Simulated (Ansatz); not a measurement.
`CC(F)[SiH2][SiH3]`. The species carries charge 0 and has multiplicity 1. Geometry: relaxed with PBE0-D4/def2-TZVP. It is one conformer, not always the lowest.

```xyz
14

C    -1.352    1.207    1.433
C    -0.657    0.012    0.828
F    -1.619   -0.830    0.252
Si    0.626    0.440   -0.519
Si    1.366   -1.506   -1.585
H    -0.624    1.852    1.931
H    -1.862    1.795    0.667
H    -2.090    0.888    2.174
H    -0.167   -0.573    1.616
H     1.767    1.137    0.141
H     0.007    1.378   -1.495
H     1.860   -2.477   -0.571
H     0.262   -2.135   -2.357
H     2.482   -1.187   -2.516
```

(1) What is the dipole moment at ωB97M-V/def2-TZVPP? (An estimate is asked.)

(2) And with PBE, r2SCAN, B3LYP? (An estimate is asked.)

(3) Give the Mulliken charges with ωB97M-V, B3LYP, r2SCAN in def2-TZVPP. (Best estimate.)

## Answers

(1) Ansatz gave: 1.62 D, with components (0.72, 1.05, 1.01) D in this frame, pointing from negative to positive charge.

(2) Ansatz gave: PBE 1.54 D, r2SCAN 1.60 D, B3LYP 1.64 D.

(3) The calculation gave: 
```
atom  ωB97M-V  B3LYP  r2SCAN
  C1    -0.31  -0.26   -0.14
  C2     0.03   0.10    0.13
  F3    -0.24  -0.26   -0.25
 Si4     0.13   0.21    0.21
 Si5     0.05   0.16    0.17
  H6     0.11   0.09    0.05
  H7     0.12   0.10    0.06
  H8     0.12   0.09    0.05
  H9     0.10   0.08    0.04
 H10    -0.02  -0.07   -0.07
 H11    -0.02  -0.07   -0.07
 H12    -0.02  -0.06   -0.06
 H13    -0.01  -0.05   -0.05
 H14    -0.02  -0.06   -0.06
```

B3LYP here is the variant with VWN-RPA as its local correlation; programs differ in this.
